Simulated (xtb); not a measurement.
CdCl2, quintet, geometry from GFN2-xTB of the parent state (such geometries of metal compounds can be far from the true shape) (a higher spin typed on purpose: for a closed-shell molecule this is an excited state); xtb with GFN1-xTB.

Here is a job for xtb.
```
$ xtb mol.xyz --gfn 1 --chrg 0 --uhf 4 --json

# file mol.xyz
3

Cd    -0.39671305     0.18389913    -0.31449633
Cl     1.79622522     0.09929264    -0.90545355
Cl    -0.67609427    -0.61853724     1.79344318
```

The log (banner, timings and long lists left out):

```
   ID    Z sym.   atoms
    1   48 Cd     1
    2   17 Cl     2, 3

           -------------------------------------------------
          |                Calculation Setup                |
           -------------------------------------------------

           -------------------------------------------------
          |                 G F N 1 - x T B                 |
           -------------------------------------------------

          ...................................................
          :                      SETUP                      :
          :.................................................:
          :  # basis functions                  24          :
          :  # atomic orbitals                  22          :
          :  # shells                            8          :
          :  # electrons                        16          :
          :  # halogen bonds                     0          :
          :  max. iterations                   250          :
          :  Hamiltonian                  GFN1-xTB          :
          :  restarted?                      false          :
          :  GBSA solvation                  false          :
          :  PC potential                    false          :
          :  electronic temp.          300.0000000     K    :
          :  accuracy                    1.0000000          :
          :  -> integral cutoff          0.2500000E+02      :
          :  -> integral neglect         0.1000000E-07      :
          :  -> SCF convergence          0.1000000E-05 Eh   :
          :  -> wf. convergence          0.2000000E-04 e    :
          :  Broyden damping             0.4000000          :
          :  net charge                          0          :
          :  unpaired electrons                  4          :
          ...................................................

 iter      E             dE          RMSdq      gap      omega  full diag
   1     -8.8731326 -0.887313E+01  0.942E+00    2.86       0.0  T
   2     -8.8832897 -0.101571E-01  0.424E+00    1.29       1.0  T
   3     -8.8834106 -0.120842E-03  0.116E+00    1.07       1.0  T
   4     -8.8834835 -0.729600E-04  0.101E-01    1.13       1.0  T
   5     -8.8834847 -0.119749E-05  0.415E-02    1.13       1.4  T
   6     -8.8834611  0.236301E-04  0.865E-02    1.14       1.0  T
   7     -8.8834850 -0.238671E-04  0.148E-03    1.14      39.1  T
   8     -8.8834850 -0.515062E-09  0.299E-04    1.14     193.3  T
   9     -8.8834850 -0.644640E-11  0.135E-04    1.14     426.2  T
  10     -8.8834850 -0.154721E-11  0.421E-05    1.14    1371.7  T

   *** convergence criteria satisfied after 10 iterations ***

         :::::::::::::::::::::::::::::::::::::::::::::::::::::
         ::                     SUMMARY                     ::
         :::::::::::::::::::::::::::::::::::::::::::::::::::::
         :: total energy              -8.875687436744 Eh    ::
         :: gradient norm              0.128008392570 Eh/a0 ::
         :: HOMO-LUMO gap              1.136956258071 eV    ::
         ::.................................................::
         :: SCC energy                -8.883484956494 Eh    ::
         :: -> electrostatic           0.000725302717 Eh    ::
         :: repulsion energy           0.008875556113 Eh    ::
         :: dispersion energy         -0.001078036363 Eh    ::
         :: halogen bond corr.         0.000000000000 Eh    ::
         :: add. restraining           0.000000000000 Eh    ::
         :: total charge              -0.000000000006 e     ::
         :::::::::::::::::::::::::::::::::::::::::::::::::::::

           -------------------------------------------------
          |                Property Printout                |
           -------------------------------------------------

    * Orbital Energies and Occupations

         #    Occupation            Energy/Eh            Energy/eV
      -------------------------------------------------------------
         1        2.0000           -0.9514403             -25.8900
         2        2.0000           -0.9507206             -25.8704
         3        2.0000           -0.5650773             -15.3765
         4        1.9971           -0.5121751             -13.9370
         5        1.9887           -0.5108753             -13.9016
         6        1.8203           -0.5080725             -13.8254
         7        1.1883           -0.5052421             -13.7483
         8        1.0057           -0.5017268             -13.6527
         9        1.0000           -0.3295261              -8.9669
        10        1.0000           -0.1347043              -3.6655 (HOMO)
        11                         -0.0929219              -2.5285 (LUMO)
        12                         -0.0879220              -2.3925
        13                         -0.0877249              -2.3871
        14                         -0.0876597              -2.3853
        15                         -0.0873859              -2.3779
        16                         -0.0869220              -2.3653
        17                         -0.0868814              -2.3642
        18                         -0.0868073              -2.3621
        19                         -0.0708831              -1.9288
        20                         -0.0672311              -1.8295
        21                          0.0424097               1.1540
        22                          0.1158057               3.1512
      -------------------------------------------------------------
                  HL-Gap            0.0417824 Eh            1.1370 eV
             Fermi-level           -0.3102267 Eh           -8.4417 eV

  Mulliken/CM5 charges         n(s)   n(p)   n(d)
     1Cd   -0.43545 -0.31380   1.288  1.147  0.000
     2Cl    0.21773  0.15690   1.946  4.725  0.112
     3Cl    0.21773  0.15690   1.946  4.725  0.112

Wiberg/Mayer (AO) data.
largest (>0.10) Wiberg bond orders for each atom

 ---------------------------------------------------------------------------
     #   Z sym  total        # sym  WBO       # sym  WBO       # sym  WBO
 ---------------------------------------------------------------------------
     1  48 Cd   1.305 --     3 Cl   0.653     2 Cl   0.653
     2  17 Cl   1.319 --     3 Cl   0.667     1 Cd   0.653
     3  17 Cl   1.319 --     2 Cl   0.667     1 Cd   0.653
 ---------------------------------------------------------------------------

Topologies differ in total number of bonds
Writing topology from bond orders to xtbtopo.mol

 dipole moment from electron density (au)
     X       Y       Z
   0.9698  -0.4496   0.7688  total (Debye):    3.347

           -------------------------------------------------
          | TOTAL ENERGY               -8.875687436744 Eh   |
          | GRADIENT NORM               0.128008392570 Eh/α |
          | HOMO-LUMO GAP               1.136956258071 eV   |
           -------------------------------------------------

normal termination of xtb
```
